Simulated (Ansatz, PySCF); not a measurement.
This PySCF input computes a BLYP/def2-TZVPD energy:

```python
from pyscf import gto, scf, dft

mol = gto.M(
    atom='''
    Sb   -0.00000000   -0.00000000   -1.29667752
    Sb    0.00000000    0.00000000    1.29667752
    ''',
    basis='def2-tzvpd',
    ecp='def2-tzvp',
    charge=1,
    spin=1,
    symmetry='D2h',
    verbose=4,
)

mf = dft.UKS(mol, xc='blyp').density_fit(auxbasis='def2-universal-jkfit')
mf.grids.level = 3
mf.conv_tol = 1e-9
mf.max_cycle = 100
mf.max_memory = 1500
mf.kernel()
if not mf.converged:
    mf = mf.newton()
    mf.kernel(mf.make_rdm1())
mf.analyze()
```

Q: Write an input for the same energy in Ansatz (a program for electronic structure) and say what it gives.

A: 
Ansatz 0.2 input:
```yaml
crystal:
  periodic: [false, false, false]
  atoms:
    - {symbol: Sb, position_ang: [-0.00000000, -0.00000000, -1.29667752]}
    - {symbol: Sb, position_ang: [0.00000000, 0.00000000, 1.29667752]}
basis:
  gaussian:
    orbitals: def2-TZVPD
hamiltonian:
  xc: {name: BLYP}
total_charge: 1
magnetization: {spin_polarized: true, initial_magnetization: 1}
output: {forces: true}
```
It gives -480.14646 Eh, and PySCF -480.14648 Eh, a difference of 0.02 mEh, from the treatment of integrals and grids.
